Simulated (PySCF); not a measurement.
Molecule: C₆H₅ (charge 0, doublet). It need not be the lowest isomer of its formula. SMILES: [CH2]C#CC#CC
Geometry: optimised at B3LYP-D3(BJ)/def2-TZVP (Ansatz).

Dispersion corrections to the total energy (kcal/mol) from the dftd3 and dftd4 libraries through PySCF: D3(BJ) without and D4 with the three-body term, each with the damping fitted for the functional named.

```tsv
functional	D3(BJ)	D4
HSE06	-2.95	-3.38
r2SCAN	-1.30	-1.13
CAM-B3LYP	-3.50	?
BHLYP	?	-4.93
TPSS	?	-5.87
B2PLYP	-3.59	-3.04
PW6B95	-2.23	-3.86
```

**Question.** Some entries are withheld; supply them.

**Answer.** 
- CAM-B3LYP, D4: -3.67
- BHLYP, D3(BJ): -6.06
- TPSS, D3(BJ): -5.69
